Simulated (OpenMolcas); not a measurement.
**P V: effect of the basis set**

| Quantity | Value |
| --- | --- |
| Program | OpenMolcas 26.06 |
| Method | CASSCF |
| Active space | 1 electron in 4 orbitals (3s 3p) |
| State averaging | 2S+1 = 2 even, 1 root; 2S+1 = 2 odd, 3 roots |
| Spin-orbit coupling | state interaction with AMFI integrals over the reference wave functions, term energies averaged over their components |

A. ANO-R1 [4s3p1d], X2C, finite nucleus; cost of the order of 6 core-seconds
B. ANO-L-VTZP [5s4p2d1f], non-relativistic, point nucleus; cost of the order of 7 core-seconds
C. ANO-RCC-VTZP [5s4p2d1f], DKH2, point nucleus; cost roughly 6 core-seconds
D. ANO-R2 [5s4p3d1f], X2C, finite nucleus; cost about 10 core-seconds
E. ANO-RCC-VQZP [6s5p3d2f1g], DKH2, point nucleus; cost roughly 5 core-seconds
F. ANO-R3 [6s5p4d2f1g], X2C, finite nucleus; cost about 8 core-seconds

Energies in eV above 3s ²S_1/2, the measured ground level; measured values from Martin, Zalubas and Musgrove, J. Phys. Chem. Ref. Data 14, 751 (1985).

```
     Level        A        B        C        D        E        F  Measured
 3s ²S_1/2   0.0000   0.0000   0.0000   0.0000   0.0000   0.0000    0.0000
3p ²P°_1/2  10.2063  10.8400  10.9378  11.0143  10.9454  10.9733   10.9914
3p ²P°_3/2  10.3053  10.9198  11.0197  11.0973  11.0290  11.0580   11.0900
```

Deviations, from unrounded energies. A percentage is the sum of absolute deviations over the sum of measured energies, with the sign that they share, or ± where signs differ.

| Against measurement | Levels | A | B | C | D | E | F |
| --- | --- | --- | --- | --- | --- | --- | --- |
| mean absolute deviation (cm-1) | 2 | 6300 | 1300 | 500 | 120 | 430 | 200 |
| other configurations (%) | 2 | -7.1 | -1.5 | -0.6 | +0.1 | -0.5 | -0.2 |

D lies closest to measurement on these levels and A furthest from it. The largest miss of D in the table is 3p ²P°_1/2, by +180 cm-1. The ranking rests on the paired levels alone, and a cruder setting can come out closer through cancelling errors.

Among A to F the level of the table that moves most is 3p ²P°_1/2, by 6500 cm-1 (lowest in A, highest in D).

With one active electron the reference holds no correlation, so core polarisation is missing. The basis is small and was not contracted for so high a charge (holds for A). Computed and measured levels are paired by configuration, term and J; levels that our copy of the source lacks, or whose pairing is in doubt (as where it misses far off the trend of its configuration), stay unpaired and out of the deviations. Only configurations of the active space appear.

° marks odd parity.
